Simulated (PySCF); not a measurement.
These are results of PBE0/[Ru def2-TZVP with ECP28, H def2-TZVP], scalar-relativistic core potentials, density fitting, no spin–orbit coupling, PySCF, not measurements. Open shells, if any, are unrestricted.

Q: What spin state, shape and geometry does isolated RuH₂ take (every ligand bound to Ru)?

A: Formally Ru is in oxidation state +2, d6, with 2 unpaired electrons (the high-spin count would be 4). The Mulliken spin on Ru is 2.16. The polar-tensor charge on Ru, 0.47, is far below the formal one. The lowest minimum found is a triplet of C2v symmetry with Ru–H 1.559 Å (×2); H–Ru–H 75.0°. Its harmonic wavenumbers are 674 (a1), 2083 (b2), 2148 (a1) cm⁻¹ and its dipole moment is 2.85 D.

Other isomers or separated fragments may lie lower. Open d and f shells are described by one determinant, and the ground state may have another occupation or spin.
